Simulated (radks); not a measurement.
Q: Valence configurations of the aluminium ion Al2+ (all share [Ne]). Method: Dirac Kohn-Sham, LDA (Slater exchange, Perdew-Wang correlation), spin-unpolarised, spherical densities, point nucleus; open shells fill j = l - 1/2 first; computed with a radial shooting solver on a logarithmic mesh with Libxc functionals. Order these by energy: 3p1; 3s0.5 3p0.5; 3s1.

A: From the lowest, in eV above it: 3s1 0.000; 3s0.5 3p0.5 3.262; 3p1 6.531. NIST lists [Ne] 3s1 as the ground configuration; this level of theory agrees among the configurations tried. The energies are those of spherical spin-averaged densities, not of single terms.
